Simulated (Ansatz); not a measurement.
From F to I: the HOMO–LUMO gap

One atom is swapped for its congeners: NaF; NaCl; NaBr; NaI. All are singlets with charge 0.

Shapes, held fixed at every level: PBE0-D4/def2-TZVP. Programs: Ansatz 0.2.0. Values in eV.

(1) How should the HOMO–LUMO gap change along the series?

## Answers

(1) At wB97X-V/def2-TZVPP the HOMO–LUMO gap falls at every step, from 8.96 to 7.51 eV. 5 of 6 levels show this order throughout; 5 agree on the largest and the smallest. For atoms past krypton def2 sets carry core potentials with scalar relativity. Relativity is left out for Br unless named. Orbital gaps aren't excitation energies, and the LUMO depends on the basis.

```
                level   NaF  NaCl  NaBr   NaI
     SPW92/def2-TZVPP  3.26  3.18  3.01  2.71
    PBE-D4/def2-TZVPP  2.91  2.93  2.77  2.51
  B3LYP-D4/def2-TZVPP  4.68  4.22  3.95  3.57
   PBE0-D4/def2-TZVPP  5.22  4.78  4.49  4.09
r2SCAN0-D4/def2-TZVPP  5.89  5.40  5.11  4.67
   wB97X-V/def2-TZVPP  8.96  8.39  8.03  7.51
```
